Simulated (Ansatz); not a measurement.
`[F][Sn]([F])([F])[GeH3]`, relaxed with RKS PBE-D4/def2-SVP in Ansatz from a rough embedded geometry. The force threshold is 0.03 eV/Å; the program also tests the step.

The species carries charge 0 and has multiplicity 1. Sn: def2 effective core potential.

Start:

```xyz
8

F    -0.813   -0.474    2.509
Sn   -0.339    0.660    0.989
F    -1.867    1.711    0.514
F     1.090    1.899    1.499
Ge    0.395   -0.745   -1.061
H    -0.790   -1.687   -1.498
H     1.601   -1.587   -0.692
H     0.723    0.224   -2.260
```

| step | energy (eV) | largest force (eV/Å) | largest move (Å) |
| --- | --- | --- | --- |
| 1 | -70521.5158 | 1.055 | 0.000 |
| 2 | -70521.6203 | 0.215 | 0.133 |
| 3 | -70521.6261 | 0.053 | 0.036 |
| 4 | -70521.6264 | 0.065 | 0.012 |
| 5 | -70521.6266 | 0.004 | 0.004 |

End:

```xyz
8

F    -0.800   -0.391    2.510
Sn   -0.328    0.641    0.924
F    -1.893    1.764    0.618
F     1.023    1.890    1.568
Ge    0.406   -0.794   -1.142
H    -0.790   -1.699   -1.502
H     1.639   -1.610   -0.702
H     0.743    0.200   -2.274
```

It took 4.1 s on 4 threads of a server CPU on a shared host, with 0.23 GiB of host memory at the peak.
